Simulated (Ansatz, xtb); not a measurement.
C3H9SSb: which of two isomers lies lower

We compare X, `CC[CH2][SbH][SH]`, a singlet, with Y, `C[CH2][Sb]([CH3])[SH]`, a singlet. Both are isolated molecules in the gas phase, relaxed with r2SCAN-D4/def2-SVP; each stands in its lowest conformer found.

X (Å):

```xyz
14

C     1.5644    0.2795   -0.2476
C     0.1986    0.9248   -0.0206
C    -0.9067    0.2536   -0.8259
S    -2.8523    1.0802    1.9527
Sb   -2.9312    1.0409   -0.5135
H     1.5550   -0.7840    0.0433
H     2.3473    0.7803    0.3442
H     1.8620    0.3303   -1.3082
H     0.2457    1.9978   -0.2808
H    -0.0567    0.8819    1.0531
H    -0.7251    0.3391   -1.9136
H    -0.9669   -0.8255   -0.5981
H    -2.3733    2.6667   -0.6023
H    -3.8230    0.1481    2.0779
```

Y (Å):

```yaml
atoms:
  - { symbol: C, position_ang: [-0.6580, -2.5644, 1.4101] }
  - { symbol: C, position_ang: [-1.7578, -1.6486, 0.8887] }
  - { symbol: C, position_ang: [0.2842, 0.4872, -0.2813] }
  - { symbol: S, position_ang: [-3.0420, 1.2557, -0.3773] }
  - { symbol: Sb, position_ang: [-1.3120, 0.4772, 1.2004] }
  - { symbol: H, position_ang: [-0.9151, -3.6264, 1.2562] }
  - { symbol: H, position_ang: [0.3018, -2.3887, 0.8967] }
  - { symbol: H, position_ang: [-0.4843, -2.4286, 2.4909] }
  - { symbol: H, position_ang: [-1.9228, -1.7779, -0.1938] }
  - { symbol: H, position_ang: [-2.7208, -1.8411, 1.3896] }
  - { symbol: H, position_ang: [-0.0345, -0.0610, -1.1801] }
  - { symbol: H, position_ang: [1.1837, 0.0135, 0.1412] }
  - { symbol: H, position_ang: [0.5192, 1.5265, -0.5518] }
  - { symbol: H, position_ang: [-3.5513, 2.1711, 0.4758] }
```

Q: Estimate E(Y) − E(X) at the level CCSD(T)/def2-SVP + ΔMP2/def2-TZVPP.

A: Calculated at CCSD(T)/def2-SVP + ΔMP2/def2-TZVPP: E(Y) − E(X) = −0.258 eV, so structure Y lies lower.

Level by level:

```json
{"level": "GFN2-xTB", "geometry": "GFN2-xTB", "E(Y) − E(X) (eV)": "+0.062", "departure from the last row (eV)": "+0.319", "job, with rough time for the two": "optimisation, 0.35 s"}
{"level": "HF/STO-3G", "geometry": "GFN2-xTB", "E(Y) − E(X) (eV)": "−0.278", "departure from the last row (eV)": "−0.020", "job, with rough time for the two": "single point, 1.2 s"}
{"level": "r2SCAN-D4/def2-SVP//GFN2-xTB", "geometry": "GFN2-xTB", "E(Y) − E(X) (eV)": "−0.140", "departure from the last row (eV)": "+0.118", "job, with rough time for the two": "single point, 6.9 s"}
{"level": "r2SCAN-D4/def2-SVP", "geometry": "r2SCAN-D4/def2-SVP", "E(Y) − E(X) (eV)": "−0.138", "departure from the last row (eV)": "+0.119", "job, with rough time for the two": "optimisation, 1.9 min"}
{"level": "HF/def2-SVP", "geometry": "r2SCAN-D4/def2-SVP", "E(Y) − E(X) (eV)": "−0.085", "departure from the last row (eV)": "+0.172", "job, with rough time for the two": "part of the CCSD(T) run"}
{"level": "MP2/def2-SVP", "geometry": "r2SCAN-D4/def2-SVP", "E(Y) − E(X) (eV)": "−0.108", "departure from the last row (eV)": "+0.149", "job, with rough time for the two": "part of the CCSD(T) run"}
{"level": "CCSD(T)/def2-SVP", "geometry": "r2SCAN-D4/def2-SVP", "E(Y) − E(X) (eV)": "−0.064", "departure from the last row (eV)": "+0.194", "job, with rough time for the two": "single point"}
{"level": "CCSD(T)/def2-SVP + ΔMP2/def2-TZVPP", "geometry": "r2SCAN-D4/def2-SVP", "E(Y) − E(X) (eV)": "−0.258", "departure from the last row (eV)": "", "job, with rough time for the two": "single point, 1.9 min"}
```

As drawn, Y has 1 C–Sb, 1 C–H in place of 1 C–C, 1 Sb–H.

GFN2-xTB puts the two in the other order. The largest departure from CCSD(T)/def2-SVP + ΔMP2/def2-TZVPP is that of GFN2-xTB, 0.319 eV. The last row adds to CCSD(T) the change of the MP2 difference between the two basis sets, here −0.194 eV, a large step that makes the value less sure.

With harmonic frequencies from r2SCAN-D4/def2-SVP (ideal gas, rigid rotor, one conformer each, 298.15 K, 1 atm): on the last row, ΔE + ΔZPE = −0.245 eV. A mode under 50 cm⁻¹ makes harmonic enthalpies and free energies unreliable, so none is given.

The correlated steps freeze 12 core orbitals; the filled d shell of Sb is correlated, in a basis made for valence electrons. Atoms past krypton carry core potentials in the def2 sets, other sets are all-electron and non-relativistic, and no spin–orbit term is included. Programs: Ansatz 0.2.0, xtb 6.7.1; the last row on 2 threads of Arm Neoverse V1 on a shared host.
